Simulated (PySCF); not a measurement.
C5H7N2 (doublet state).
Z-matrix (Å and degrees, GFN2-xTB geometry), rows numbered from 1:
```
C 
C   1  1.3099
N   2  1.4044  1  123.54
C   3  1.3875  2  121.05  1   180.00
C   4  1.3267  3  124.72  2  -179.78
N   3  1.3305  2  121.64  1    -0.01
C   6  1.2598  3  121.98  2     0.04
H   1  1.0682  2  130.45  3  -179.83
H   2  1.0923  1  124.77  3  -180.00
H   4  1.0812  3  113.62  2     0.25
H   5  1.0735  4  120.75  3  -179.94
H   5  1.0746  4  121.47  3     0.00
H   7  1.1464  6  116.84  3     0.03
H   7  1.0742  6  119.34  3  -179.92
```

The hyperfine couplings belong to this conformer and change with its torsions.

Identity: `[H]/[C]=C/N(C=C)N=C` [radical].

Theory: PySCF, UKS B3LYP, pcH-1 on C H N, non-relativistic, mean-field spin-orbit, GIAO. Isolated species at its GFN2-xTB geometry (one conformer only). A GFN2-xTB geometry isn't a minimum of the functional, and hyperfine couplings can be far from their values at a DFT geometry.

Question: What are Nα, Nβ and the exact ⟨S²⟩?

Answer: 51 electrons with 2S = 1: 26 α and 25 β; S(S+1) = 0.75.

Mulliken spin populations, one withheld:

| atom | bound to | population |
| --- | --- | --- |
| C1 | C2, H8 | ? |
| C2 | C1, N3, H9 | -0.1196 |
| N3 | C2, C4, N6 | +0.0140 |
| C4 | N3, C5, H10 | +0.0074 |
| C5 | C4, H11, H12 | -0.0102 |
| N6 | N3, C7 | +0.0444 |
| C7 | N6, H13, H14 | +0.1651 |
| H8 | C1 | +0.0062 |
| H9 | C2 | +0.0664 |
| H10 | C4 | -0.0006 |
| H11 | C5 | +0.0002 |
| H12 | C5 | +0.0018 |
| H13 | C7 | -0.0460 |
| H14 | C7 | +0.0288 |

Question: Fill in the missing population.

Answer: The populations add up to Nα − Nβ = 1, and the others sum to 0.1579, so C1 holds +0.842.

Question: How is the spin shared among the elements?

Answer: Carbon +0.88, nitrogen +0.06, hydrogen +0.06. The positive populations sum to 1.18, the negative ones to -0.18.

Question: With ⟨S²⟩ = 0.7594, find the sum of squared α–β overlaps and estimate the admixture of higher spin.

Answer: Σ|⟨iα|jβ⟩|² over occupied orbitals = Nβ − [⟨S²⟩ − S(S+1)] = 25 − 0.0094 = 24.9906. If the quartet state (S + 1) were the only admixture, its weight would be 0.0094/(2S + 2) = 0.31 %.

Question: What Fermi-contact NMR shifts do the couplings of C2, N3, C4, C5, N6, H8, H10 imply at 350 K (Curie law, g = gₑ)?

Answer: δ = a_FC·h·gₑ μB S(S+1)/(3 g_N μN kT), with k/h = 20836.6 MHz/K:

```csv
nuclei,isotope,a_FC (MHz),g_N,contact shift (ppm)
C2,13C,-11.79,1.4048,-1058
N3,14N,0.94,0.4038,+295
C4,13C,-0.33,1.4048,-30
C5,13C,-0.83,1.4048,-75
N6,14N,7.25,0.4038,+2262
H8,1H,48.18,5.5857,+1087
H10,1H,-0.77,5.5857,-17
```

The sign follows the spin density at the nucleus: positive density means a positive shift.
